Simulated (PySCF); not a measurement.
Deuteron quadrupole couplings in (H2Al-mu-OH)2

(H2Al-mu-OH)2.
Structure used (PBE0-D3(BJ)/def2-SVP), in Å, numbered top down from 1:
```xyz
10
Al2H6O2 angstrom
Al    -1.1660   -0.0884   -0.8212
H     -1.7722   -1.5231   -1.1420
H     -1.8317    1.2399   -1.3860
O      0.6952   -0.0615   -0.9731
Al     1.1900    0.0830    0.8212
H      1.8128    1.5069    1.1553
H      1.8389   -1.2591    1.3744
O     -0.6716    0.0742    0.9714
H      1.2474   -0.1201   -1.7551
H     -1.2182    0.0715    1.7595
```

Level: PBE0/pcSseg-1 (pcSseg-2 on Al) (PySCF, non-relativistic); Q(2H) = 0.00286 b; rigid geometry, the same for H and D, with no vibrational averaging.

Question: What are Vzz, η and χzz (234.96 MHz × Q × Vzz) at all hydrogens?

Answer: 
```tsv
atom	bonded to	bond length (Å)	Vzz (au)	η	χzz (kHz)
H2	Al1	1.590	0.1015	0.04	68
H3	Al1	1.589	0.1017	0.04	68
H6	Al5	1.590	0.1017	0.04	68
H7	Al5	1.590	0.1015	0.04	68
H9	O4	0.959	0.4864	0.08	327
H10	O8	0.959	0.4865	0.08	327
```

Question: Average by the element that carries the hydrogen.

Answer: on Al: 68 kHz over 4 positions, mean bond length 1.590 Å; on O: 327 kHz over 2 positions, mean bond length 0.959 Å.

Isolated species at its PBE0-D3(BJ)/def2-SVP geometry (one conformer only). With so small a basis the couplings can be 20 % off.

The run behind these numbers computed NMR shieldings as well. Hardware: Intel Xeon at 2.70 GHz, one thread (shared host). Cost: 22 s (grids of density and orbitals included), 0.73 GiB resident at most.
